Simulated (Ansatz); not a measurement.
Relaxing a trial structure of BFH3Si2

The starting geometry of this gas-phase doublet was optimised with GFN2-xTB.

```xyz
7

B    -0.3446    0.3925    0.1615
F    -3.0344   -0.9244    0.6766
Si   -1.5495   -1.1376   -0.0263
Si   -0.4423    0.0982    2.1306
H    -1.4915   -2.5956    0.1194
H    -0.8235    1.4179   -0.2182
H     0.7307    0.1765   -0.3170
```

Problem. Where would you expect an optimisation with PBE0-D3(BJ)/def2-SVP to take it?

Solution. A new bond forms, giving a structure with H7 bridging B1 and Si4, given below by its coordinates. Distances that change by over a tenth: B1–H7 (1.20 → 1.34 Å), Si3–Si4 (2.72 → 2.32 Å). Contacts that close: Si4–H7 (2.72 → 1.73 Å).

The energy falls by 0.71 eV over 20 steps:

```
step  E − E(last) (eV)
   1             0.712
   3             0.548
   5             0.441
   7             0.318
   9             0.263
  12             0.174
  14             0.041
  16             0.000
  18             0.000
  20             0.000
```

Final geometry (Å):

```xyz
7

B    -0.6104    0.6374    0.1663
F    -3.1438   -1.1046    0.7853
Si   -1.5584   -1.1532    0.4184
Si   -0.2141   -0.0173    1.9233
H    -1.3784   -2.3828   -0.4016
H    -0.6068    1.4322   -0.7361
H     0.5568    0.0156    0.3709
```

Frequencies at the end are all real (lowest 171 cm⁻¹). Open shells are spin-unrestricted. Run with Ansatz 0.2.0, 3.2 min on 1 thread of Arm Neoverse N1, with other jobs on the host.
